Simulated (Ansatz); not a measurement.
Cartesian coordinates in Å:
```
F 1.561 1.805 -0.097
C 0.640 0.852 -0.048
C -0.680 0.884 -0.065
Sn -0.008 -1.123 0.071
H -1.449 1.645 -0.121
H -0.016 -2.123 -1.303
H -0.049 -1.940 1.561
```

Total charge 0; spin multiplicity 1. Sn takes the def2 core potential.

List the r2SCAN/def2-TZVPP orbital energies in eV (the Gaussian-basis code of Ansatz). (An estimate is asked.)

Ansatz gave: Occupied: -666.90, -275.43, -273.33, -137.33, -92.20, -92.10, -92.09, -32.48, -26.70, -26.53, -26.53, -26.52, -26.45, -20.16, -14.98, -13.73, -12.24, -11.71, -11.39, -8.93, -7.80, -6.73, -6.34. Lowest empty: -1.53, -1.05, -0.45, 0.71, 1.91, 1.92, 2.79, 3.33.
